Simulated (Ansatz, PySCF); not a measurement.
Gas-phase reaction (SMILES): C[Si](Cl)(Cl)Cl → Cl[Si](Cl)Cl + [CH3] (CH3); the C-Si bond at the site shown breaks (other sites are not compared here).

Geometries: B3LYP-D3(BJ)/def2-TZVP minima from Ansatz (a program for electronic structure). Correlated levels leave the core frozen unless marked. Open shells are spin-unrestricted. Spin-orbit coupling is left out. No relativistic terms. CBS(X,Y): correlation extrapolated as X^-3; Hartree-Fock from the larger set. The bracket is a focal-point correction in the basis named. Thermal terms are rigid-rotor harmonic-oscillator values from B3LYP-D3(BJ) frequencies (Ansatz or PySCF) at 298.15 K and 1 atm. 1 Eh = 627.5095 kcal/mol. Electronic entropy comes from spin alone.

```json
[
 {"species": "C[Si](Cl)(Cl)Cl", "E, RI-MP2/CBS(cc-pV(T+d)Z,cc-pV(Q+d)Z)+[CCSD(T)-MP2]/cc-pV(T+d)Z (Ansatz) (Eh)": "-1708.43868", "E, PBE-D3(BJ)/def2-TZVPD (Ansatz + dftd3) (Eh)": "-1709.49222", "H - E (Eh)": "0.05054", "G - E (Eh)": "0.01081"},
 {"species": "Cl[Si](Cl)Cl", "E, RI-MP2/CBS(cc-pV(T+d)Z,cc-pV(Q+d)Z)+[CCSD(T)-MP2]/cc-pV(T+d)Z (Ansatz) (Eh)": "-1668.49932", "E, PBE-D3(BJ)/def2-TZVPD (Ansatz + dftd3) (Eh)": "-1669.55505", "H - E (Eh)": "0.01103", "G - E (Eh)": "-0.02541"},
 {"species": "[CH3] (CH3)", "E, RI-MP2/CBS(cc-pV(T+d)Z,cc-pV(Q+d)Z)+[CCSD(T)-MP2]/cc-pV(T+d)Z (Ansatz) (Eh)": "-39.78133", "E, PBE-D3(BJ)/def2-TZVPD (Ansatz + dftd3) (Eh)": "-39.78905", "H - E (Eh)": "0.03371", "G - E (Eh)": "0.01164"}
]
```

**Question.** Work out ΔE and ΔH, ΔG, ΔS and the equilibrium constant at 298.15 K at the first level, then ΔH at the second.

**Answer.** 
1. ΔE = [(-1668.49932) + (-39.78133)] - [(-1708.43868)] = 0.15803 Eh = 99.2 kcal/mol at RI-MP2/CBS(cc-pV(T+d)Z,cc-pV(Q+d)Z)+[CCSD(T)-MP2]/cc-pV(T+d)Z.
2. The terms H - E add up to -0.00580 Eh, so ΔH = (0.15803 + (-0.00580))×627.5095 = 95.5 kcal/mol.
3. The terms G - E add up to -0.02458 Eh, so ΔG = 83.7 kcal/mol, and ΔS = (-0.00580 - (-0.02458))×627509.5/298.15 = 39.5 cal/(mol K).
4. log10 K = -ΔG/(RT ln 10) = -61.4, with RT ln 10 = 1.3642 kcal/mol.
5. With ΔH and ΔS taken as constant, ΔG changes sign near ΔH/ΔS = 2420 K, a rough figure that leaves out heat capacities.
6. At PBE-D3(BJ)/def2-TZVPD the same steps give ΔE = 92.9 and ΔH = 89.3 kcal/mol, a shift of -6.2 from the first level.
7. These values are not checked against measurement here, since the tables used lack a sound gas-phase enthalpy of formation for at least one species.
